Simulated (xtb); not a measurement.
CCl2, SMILES Cl[C]Cl (connectivity only; charge and spin as stated), neutral, multiplicity 1. All values are semi-empirical tight-binding results from xtb (GFN2-xTB unless named), good for trends rather than for accurate numbers. Geometry: GFN2-xTB. The isomer is the one that the SMILES or the coordinates give; other isomers of the formula were not compared.

```json
{
  "point_group_as_xtb_finds_it": "C2v",
  "orbital_gap": "1.83 eV",
  "dipole_moment": "1.43 D",
  "zero_point_energy": "2.7 kcal/mol",
  "G − E(el) at 298.15 K (modified RRHO)": "-13.4 kcal/mol",
  "static polarisability (D4 model)": "39.5 bohr³",
  "solvation energy, GFN2-xTB/ALPB(water)": "0.2 kcal/mol",
  "solvation energy, GFN2-xTB/ALPB(methanol)": "-1.9 kcal/mol"
}
```
